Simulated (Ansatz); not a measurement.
Reaction (cleavage of the Sb–B bond): `O[B](O)[SbH2]` + `CC(=N)O` → `C/C(O)=[N]\[SbH2]` + `OBO`

Program: Ansatz. Geometries: PBE0-D4/def2-TZVP. ΔE: electronic, gas phase. CCSD(T)/CBS is the MP2 limit (def2-TZVPP, def2-QZVPP) plus CCSD(T) − MP2 in def2-TZVPP, frozen cores. This one scheme is used for every species. DFT in def2-TZVPP. B3LYP here is the variant with VWN-RPA as its local correlation; programs differ in this. Elements past krypton have def2 core potentials. For Sb outer-core shells are correlated without core-valence functions, which leaves a few kJ/mol of doubt a bond. Each species was taken in one conformer, which may not be the lowest.

**Question.** Is it downhill or uphill in electronic energy at CCSD(T)/CBS, and by how much? (Best estimate.)

**Answer.** Ansatz gave: Uphill: ΔE = +4.9 kJ/mol.

**Question.** What do these levels give: PBE-D4, r2SCAN-D4, ωB97X-V, B2PLYP, PBE, r2SCAN, B3LYP, MP2/def2-TZVPP, CCSD/def2-TZVPP, CCSD(T)/def2-TZVPP, SCS-MP2/def2-QZVPP, HF/CBS(def2)? (Estimate.)

**Answer.** Computed: PBE-D4 8.2, r2SCAN-D4 5.8, ωB97X-V 6.0, B2PLYP 3.2, PBE 11.3, r2SCAN 6.7, B3LYP 6.4, MP2/def2-TZVPP 1.9, CCSD/def2-TZVPP 8.7, CCSD(T)/def2-TZVPP 6.3, SCS-MP2/def2-QZVPP -1.8, HF/CBS(def2) 6.8 kJ/mol.

Largest T1 diagnostic among the species: 0.015.

From PBE to PBE0 (25 % exact exchange), in def2-TZVPP and without D4, ΔE moves by +3.4 kJ/mol. The D4 term adds −4.9 kJ/mol with B3LYP and −2.8 kJ/mol with PBE0; it sums over pairs of atoms, weighted by their polarisabilities, and B3LYP, whose exchange is more repulsive, gets the larger term.
